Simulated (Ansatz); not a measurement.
`O[SiH](O)S` + `F[Si]1([GeH3])CO1` → `O[SiH](S)[GeH3]` + `O[Si]1(F)CO1`  (redistribution)

Program: Ansatz. Geometries: PBE0-D4/def2-TZVP. ΔE: electronic, gas phase. CCSD(T)/CBS is the MP2 limit (def2-TZVPP, def2-QZVPP) plus CCSD(T) − MP2 in def2-TZVPP, frozen cores. DFT in def2-TZVPP. B3LYP here is the variant with VWN-RPA as its local correlation; programs differ in this. For Ge outer-core shells are correlated without core-valence functions, which leaves a few kJ/mol of doubt a bond. Scalar relativity is left out up to krypton. One conformer a species, not always the lowest.

(1) Is it downhill or uphill in electronic energy at CCSD(T)/CBS, and by how much? (An estimate is asked.)

(2) What do these levels give: PBE-D4, B2PLYP, r2SCAN, PBE0, B3LYP, HF/def2-TZVPP, MP2/def2-TZVPP, CCSD/def2-TZVPP, HF/def2-QZVPP, MP2/def2-QZVPP, SCS-MP2/def2-QZVPP, CCSD/CBS(def2)? (Best estimate.)

Largest T1 diagnostic among the species: 0.013.

Answers

(1) Ansatz gave: Uphill: ΔE = +9.7 kJ/mol.

(2) Ansatz gave: PBE-D4 13.4, B2PLYP 11.7, r2SCAN 10.6, PBE0 11.8, B3LYP 13.1, HF/def2-TZVPP 8.1, MP2/def2-TZVPP 9.5, CCSD/def2-TZVPP 8.8, HF/def2-QZVPP 8.3, MP2/def2-QZVPP 9.7, SCS-MP2/def2-QZVPP 9.8, CCSD/CBS(def2) 9.1 kJ/mol.
